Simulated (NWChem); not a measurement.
Species: CH₃AlF₂; SMILES [Al]([F])([F])[CH3]

```xyz
7

Al    -0.0050     0.0473     0.0006
C     -0.0085    -1.8796     0.0014
H      0.4851    -2.2673    -0.9046
H     -1.0281    -2.2908     0.0396
H      0.5553    -2.2701     0.8638
F     -1.3995     0.9461    -0.0011
F      1.4054     0.9212    -0.0009
```
Atoms are numbered in this order, from 1.

Structure relaxed at the PBE0/def2-SVP level.

Q: Give the principal values of the shielding tensors (ppm) of Al1, C2, F6, F7 from PBE/pcSseg-1, GIAO (NWChem), with their diamagnetic and paramagnetic parts as GIAO splits them.

A: 
```csv
atom,σ11,σ22,σ33,isotropic,diamagnetic,paramagnetic
Al1,365.8,399.7,523.3,429.6,795.4,-365.8
C2,196.2,197.7,206.7,200.2,253.0,-52.7
F6,203.1,286.8,428.9,306.2,469.9,-163.7
F7,207.8,285.6,431.9,308.5,469.9,-161.4
```
